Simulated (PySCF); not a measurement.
# Calculated NMR parameters of C[C@@H]([SiH3])[C@@](C)(C=O)C(N)=O

- Formula: C6H13NO2Si
- SMILES: C[C@@H]([SiH3])[C@@](C)(C=O)C(N)=O
- Point group of the computed structure: C1
- Degrees of unsaturation: 2
- Carbon signals: 6
- Proton signals: 7

Mapped SMILES: `[CH3:1][C@@H:2]([SiH3:3])[C@@:4]([CH3:5])([CH:6]=[O:7])[C:8]([NH2:9])=[O:10]`. Each H is labelled by its parent atom. Ha(N9) is cis to the C=O or C=S heteroatom; Hb(N9) is trans to the C=O or C=S heteroatom.

Computational details: geometry: GFN2-xTB, shielding tensors at PBE0/pcSseg-1 (GIAO), in PySCF 2.14.0 with density-fitted response routines (non-relativistic, single conformer, one averaged value for each set of equivalent atoms, in vacuum).

Scale: ¹H (σref 31.72) and ¹³C (σref 186.93) and ²⁹Si (σref 349.16) against TMS; NH3 for ¹⁵N (σref 267.73); ¹⁷O (σref 336.08) vs H2O (reference shieldings calculated alike).

| carbon | δC, type | δH (multiplicity) | HMBC from (2–3 bonds) | span of the C tensor (ppm) |
| --- | --- | --- | --- | --- |
| C1 | 13.7, CH3 | 1.26 (m) | H(Si3), H(C2) | 21 |
| C2 | 23.7, CH | 1.20 (m) | H(C6), H(Si3), H(C5), H(C1) | 27 |
| C4 | 62.1, C | – | H(C6), H(Si3), H(C5), H(C1), H(C2) | 29 |
| C5 | 27.4, CH3 | 1.50 (s) | H(C6), H(C2) | 41 |
| C6 | 217.1, CH | 10.06 (s) | H(C5), H(C2) | 203 |
| C8 | 179.5, C | – | H(C6), H(C5), H(C2) | 161 |

Other nuclei:
| atoms | nucleus | environment | δ (ppm) | σ (ppm) |
| --- | --- | --- | --- | --- |
| Hb(N9) | ¹H | hydrogen on an amide-type nitrogen | 5.98 | 25.74 |
| Ha(N9) | ¹H | hydrogen on an amide-type nitrogen | 4.70 | 27.02 |
| H(Si3) | ¹H | hydrogen on a silicon bonded to C | 4.13 | 27.59 |
| Si3 | ²⁹Si | silicon bonded to C, 3 H | -70.6 | 419.7 |
| N9 | ¹⁵N | amide-type nitrogen | 118.6 | 149.1 |
| O7 | ¹⁷O | aldehyde oxygen | 684.4 | -348.3 |
| O10 | ¹⁷O | amide-type carbonyl oxygen | 410.7 | -74.6 |

1. Carbon types of the structure: 2 × C, 2 × CH, 2 × CH3, leaving 5 H on heteroatoms.
2. δC 217.1: aldehyde carbonyl carbon; low-lying n→π* states of the double bond to the heteroatom give a large paramagnetic term (-281 ppm).
3. δC 179.5: amide carbonyl carbon; lone-pair donation from the attached heteroatom keeps it upfield of a ketone carbonyl.
4. δC 62.1: quaternary sp3 carbon α to a carbonyl.
5. δC 27.4, 13.7: methyl carbon; aliphatic region, no heteroatom directly attached.
6. δH 10.06: hydrogen on an aldehyde carbonyl carbon; deshielded by the polar, anisotropic C=O bond.

OH/NH shifts are gas-phase values; hydrogen bonding in solution moves them, usually downfield. The two substituents on the amide-type nitrogen aren't averaged: C–N rotation is slow on the NMR time scale. Shifts are as computed. Against solution values, carbons near 30 ppm lie about +3 ppm off and those near 130 ppm about +5 ppm. Of 1309 compounds with measured shifts, 239 miss one by over three times the rms of a fit or turn the order of signals round; such compounds aren't used in these exercises. Hydrogen bonding in solution shields acid and N–H amide carbonyl oxygens by tens of ppm. The C=O carbon of an acid or of an amide with N–H lies up to 10 ppm further downfield in solution, through hydrogen bonding that the calculation lacks. Unscaled 17O shifts of doubly bonded oxygen tend to come out too high, by tens of ppm or more. Experimental scales use liquid or dissolved standards, which lie at an offset from isolated NH3 (liquid NH3: subtract about 20 ppm) and H2O (liquid H2O: subtract about 36 ppm). No couplings were computed; multiplicities are counted from neighbouring protons, with m where these are inequivalent, close in shift, in a saturated or five-membered ring or joined by F or P, and br s for small geminal =CH2 splittings.
